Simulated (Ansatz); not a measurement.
Consider the redistribution: `[Cl][Ge]([Cl])([Cl])[I]` + `N#CB(Cl)Cl` → `N#[C][Ge]([Cl])([Cl])[Cl]` + `ClB(Cl)I`.

Calculated with Ansatz (gas phase, PBE0-D4/def2-TZVP geometries, no zero-point term in ΔE). CCSD(T)/CBS is the MP2 limit (def2-TZVPP, def2-QZVPP) plus CCSD(T) − MP2 in def2-TZVPP, frozen cores. This one scheme is used for every species. def2 core potentials past Kr. For Ge, I outer-core shells are correlated without core-valence functions, which leaves a few kJ/mol of doubt a bond. Scalar relativity is left out up to krypton.

```csv
species,HF/def2-TZVPP energy (Eh)
`[Cl][Ge]([Cl])([Cl])[I]`,-3750.74725
`N#CB(Cl)Cl`,-1036.14978
`N#[C][Ge]([Cl])([Cl])[Cl]`,-3546.39017
`ClB(Cl)I`,-1240.48252
```

**Question.** Work out ΔE.

**Answer.** ΔE = (-3546.39017) + (-1240.48252) − (-3750.74725) − (-1036.14978) = 0.02434 Eh = +63.9 kJ/mol. CCSD(T)/CBS gives +55.8 kJ/mol.

Largest T1 diagnostic among the species: 0.014.

Leaving LDA and LC-ωPBE aside and taking each functional with its dispersion term where it has one, the values, not all of them listed here, spread over 14.0 kJ/mol, from PBE-QIDH to BLYP-D4. In def2-TZVPP, CCSD(T) changes the Hartree–Fock value by −14.6 kJ/mol (the triples alone add −1.7 kJ/mol) and MP2 by −14.7 kJ/mol.
